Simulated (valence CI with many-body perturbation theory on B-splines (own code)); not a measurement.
**Hyperfine factors and g values of La XXXV**

Calculated by configuration interaction combined with many-body perturbation theory (CI+MBPT): five valence electrons over a frozen Dirac-Fock core [Ar], radial functions for each j: 7 s, 7 p, 8 d, 6 f, 4 g, 1 h, with the one-electron correlation potential Σ1 (screened to all orders), the two-electron term Σ2, the three-electron term Σ3, Breit, model QED; selected single and double excitations, second order for the rest, scaled by the run's own slope (own B-spline code, finite nucleus).

The last digits are not significant, and no measured levels were compared; by estimate large intervals hold to a few tenths of a per cent, small ones and those within an open d or f shell to about a per cent. Only levels of the ground parity were solved; by the run's estimate the other parity begins above the list, which can be wrong where configurations are misplaced.

A/g_I is the dipole constant over the nuclear g factor μ/I (μ in nuclear magnetons, uniformly magnetised nucleus), B/Q the quadrupole constant per barn. Both hold the static response of the core; the bare values leave it out. Large factors of s and p1/2 electrons are usually good to 5 to 10 %; those of open d and f shells near neutrality can be off by tens of per cent, and small factors of p3/2, d and f electrons come from cancelling terms and can be off by a factor of two or in sign, in half-filled shells by more. B is blank for J = 1/2, where it vanishes, and for nearly pure S terms. Energies count from the lowest level.

Levels are named by their leading jj configuration (3d3/2^4 stands for four electrons in 3d with j = 3/2), which in mixed levels can hold well under half, so a name can repeat and another be missing. Letters in brackets count levels of one name in rising energy.

| Level | E (eV) | g | A/g_I (MHz) | A/g_I bare | B/Q (MHz/b) | B/Q bare |
| --- | --- | --- | --- | --- | --- | --- |
| (3d3/2^4 3d5/2) J=5/2 | 0.000 | 1.603 | 7800 | 8670 | 13100 | 13300 |
| (3d3/2^3 3d5/2^2) J=5/2 [a] | 13.669 | 1.224 | 10900 | 11200 | 16200 | 16500 |
| (3d3/2^3 3d5/2^2) J=7/2 [a] | 22.036 | 1.139 | 16900 | 17200 | 24500 | 24900 |
| (3d3/2^3 3d5/2^2) J=3/2 [a] | 22.773 | 1.265 | 19000 | 19400 | 21100 | 21500 |
| (3d3/2^3 3d5/2^2) J=11/2 | 23.204 | 1.146 | 20400 | 20700 | 231 | 206 |
| (3d3/2^3 3d5/2^2) J=9/2 | 25.843 | 1.151 | 18500 | 18700 | 23900 | 24300 |
| (3d3/2^3 3d5/2^2) J=5/2 [b] | 26.819 | 1.139 | 17900 | 18200 | 5210 | 5310 |
| (3d3/2^3 3d5/2^2) J=1/2 | 28.011 | 1.874 | -9140 | -7860 |  |  |
| (3d3/2^3 3d5/2^2) J=7/2 [b] | 31.743 | 1.129 | 21100 | 21400 | -19500 | -19800 |
| (3d3/2^2 3d5/2^3) J=5/2 [a] | 35.060 | 1.214 | 11900 | 12300 | 617 | 631 |
| (3d3/2^3 3d5/2^2) J=3/2 [b] | 38.569 | 0.809 | 35100 | 34900 | -20800 | -21100 |
| (3d3/2^2 3d5/2^3) J=7/2 [a] | 38.945 | 1.205 | 15000 | 15400 | -7080 | -7210 |
| (3d3/2^2 3d5/2^3) J=11/2 | 39.712 | 1.061 | 20900 | 21100 | 1240 | 1270 |
| (3d3/2^2 3d5/2^3) J=9/2 [a] | 41.464 | 1.144 | 17900 | 18200 | -4460 | -4550 |
| (3d3/2^2 3d5/2^3) J=1/2 [a] | 42.438 | 0.609 | 47500 | 47000 |  |  |
| (3d3/2^2 3d5/2^3) J=13/2 | 43.307 | 1.071 | 22000 | 22200 | -50.6 | -46.4 |
| (3d3/2^2 3d5/2^3) J=3/2 [a] | 43.618 | 1.186 | 17500 | 17800 | 2540 | 2580 |
| (3d3/2^2 3d5/2^3) J=5/2 [b] | 45.406 | 1.015 | 23100 | 23200 | -5090 | -5170 |
| (3d3/2^2 3d5/2^3) J=9/2 [b] | 49.121 | 1.101 | 20200 | 20400 | 1700 | 1730 |
| (3d3/2^2 3d5/2^3) J=7/2 [b] | 50.838 | 0.987 | 26600 | 26700 | -966 | -990 |
| (3d3/2^2 3d5/2^3) J=5/2 [c] | 51.716 | 1.034 | 22900 | 23000 | 6060 | 6160 |
| (3d3/2^2 3d5/2^3) J=3/2 [b] | 54.110 | 0.789 | 33700 | 33500 | 2450 | 2510 |
| (3d3/2^2 3d5/2^3) J=7/2 [c] | 55.990 | 1.056 | 24000 | 24100 | 5010 | 5100 |
| (3d3/2^2 3d5/2^3) J=1/2 [b] | 56.675 | 1.860 | -7810 | -6570 |  |  |
| (3d3/2 3d5/2^4) J=5/2 [a] | 58.334 | 1.208 | 10900 | 11300 | -15300 | -15600 |
| (3d3/2^2 3d5/2^3) J=9/2 [c] | 61.239 | 1.104 | 20000 | 20200 | 18200 | 18500 |
| (3d3/2 3d5/2^4) J=7/2 [a] | 64.076 | 1.190 | 15600 | 16000 | -35500 | -36100 |
| (3d3/2 3d5/2^4) J=11/2 | 65.525 | 1.062 | 21500 | 21700 | -1540 | -1530 |
| (3d3/2 3d5/2^4) J=3/2 [a] | 67.279 | 0.883 | 23500 | 23400 | -23400 | -23800 |
| (3d3/2 3d5/2^4) J=5/2 [b] | 70.587 | 1.120 | 18400 | 18600 | 19400 | 19700 |
| (3d3/2 3d5/2^4) J=9/2 | 72.403 | 1.108 | 19200 | 19400 | -39200 | -39900 |
| (3d3/2^2 3d5/2^3) J=3/2 [c] | 74.344 | 1.203 | 17900 | 18300 | -16200 | -16500 |
| (3d3/2^2 3d5/2^3) J=5/2 [d] | 75.401 | 1.110 | 17600 | 17800 | -5310 | -5390 |
| (3d3/2 3d5/2^4) J=7/2 [b] | 77.012 | 0.967 | 24800 | 24800 | 33500 | 34000 |
| (3d3/2 3d5/2^4) J=1/2 | 85.100 | 0.970 | -675 | -592 |  |  |
| (3d5/2^5) J=5/2 | 92.985 | 1.163 | 15400 | 15700 | -34900 | -35500 |
| (3d3/2 3d5/2^4) J=3/2 [b] | 94.260 | 0.888 | 34200 | 34100 | 34300 | 34900 |

(1) Take the isotope of mass number 139, with I = 7/2, μ = 2.7791 μN and Q = 0.206 b. What is the hyperfine structure of (3d3/2^3 3d5/2^2) J=3/2 [a]?

Answers

(1) From the table A = 15100 MHz, B = 4350 MHz. Shifts from the centre of gravity in MHz: F = 2: -99600, F = 3: -57400, F = 4: 1760, F = 5: 80400.
